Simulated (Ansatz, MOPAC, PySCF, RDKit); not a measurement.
Complex: CH4 (SMILES C) (first 5 atoms) with ClH3Si (SMILES [SiH3]Cl); geometry from B3LYP-D3(BJ)/def2-TZVP, rigid monomers moved along the line of their centres of mass till C1···Si6 is 4.36 Å.
(charge 0, multiplicity 1):
```xyz
10

C      0.00178    -0.09047     0.20817
H      0.38484    -0.03688    -0.80990
H     -0.33411    -1.10568     0.41539
H      0.79038     0.18140     0.90802
H     -0.83480     0.59879     0.31608
Si    -0.89198     0.03459     4.46915
Cl     1.12536     0.46867     4.59295
H     -1.55219     1.09349     3.68284
H     -1.43901    -0.00674     5.83950
H     -1.05060    -1.27585     3.81135
```

Counterpoise-corrected where a basis set is named; no monomer relaxation.

The state that PM3 reach isn't checked.

Programs: Ansatz (Gaussian orbitals); MOPAC for PM3 (differences of heats of formation); PySCF for the dispersion terms; RDKit for the force fields. Values without a source in brackets are computed.

### Question
One of these levels gives 3.5 meV for the interaction energy. Which one is it?
(A) PM3
(B) PBE-D3(BJ)/def2-TZVPPD
(C) MMFF94

### Answer
A, PM3. The others give -21.6 (MMFF94), -42.9 (PBE-D3(BJ)/def2-TZVPPD)

Ansatz is an electronic-structure program.
